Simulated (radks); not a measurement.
Results of a calculation; reference values are marked as such.
Spherical jellium clusters: N electrons in a uniform positive sphere of charge N and radius rs N^(1/3), rs = 5.15 bohr. Level of theory: non-relativistic Kohn-Sham, PBEsol, spin-polarised, spherical densities (a radial shooting solver with Libxc functionals). Levels are named by radial order and angular momentum (1s, 1p, 1d, 2s, ...), and open shells are averaged over m.

N = 12, configuration 1s2 1p6 1d(up 4, down 0). This is the lowest configuration that the search found. Occupied levels:

| level | occupation | eigenvalue (eV) | <r> (bohr) |
|---|---|---|---|
| 1s up | 1 | -3.6900 | 7.920 |
| 1s down | 1 | -3.5183 | 7.015 |
| 1p up | 3 | -3.1313 | 9.043 |
| 1p down | 3 | -2.8037 | 8.600 |
| 1d up | 4 | -2.3703 | 9.948 |

Energy (eV): total -21.0879, kinetic 13.964, external -395.58, Hartree 196.63, exchange-correlation -35.507, background 199.40.
